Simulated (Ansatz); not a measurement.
C$_{2}$H$_{10}$AlN, SMILES `[CH3][AlH-]([CH3])[NH3+]`, relaxed with RKS PBE0-D4/def2-TZVP in Ansatz from a PBE-D4/def2-SVP geometry. The force threshold is 0.005 eV/Å; the program also tests the step.

The species carries charge 0 and has multiplicity 1.

Start:

```xyz
14

C    -1.515    0.723    0.934
Al    0.053    0.604   -0.287
C    -0.066   -0.694   -1.792
N     1.442   -0.366    0.959
H    -1.320    1.296    1.867
H    -2.358    1.243    0.428
H    -1.908   -0.275    1.232
H     0.909    1.960   -0.536
H    -0.762   -0.315   -2.572
H     0.902   -0.876   -2.309
H    -0.467   -1.684   -1.479
H     2.341   -0.512    0.479
H     1.638    0.188    1.805
H     1.112   -1.291    1.272
```

```csv
step,energy (eV),largest force (eV/Å),largest move (Å)
1,-10319.3827,0.524,0.000
2,-10319.4271,0.171,0.026
3,-10319.4321,0.028,0.019
4,-10319.4321,0.033,0.007
5,-10319.4323,0.002,0.005
```

End:

```xyz
14

C    -1.504    0.721    0.935
Al    0.050    0.590   -0.281
C    -0.058   -0.693   -1.781
N     1.417   -0.368    0.946
H    -1.289    1.291    1.846
H    -2.339    1.233    0.444
H    -1.885   -0.260    1.243
H     0.900    1.938   -0.530
H    -0.742   -0.328   -2.555
H     0.906   -0.855   -2.277
H    -0.438   -1.674   -1.474
H     2.298   -0.502    0.461
H     1.601    0.187    1.775
H     1.083   -1.278    1.246
```

Run time 13 s (4 threads of an Arm Neoverse V2 on a shared host); peak host memory 0.46 GiB.
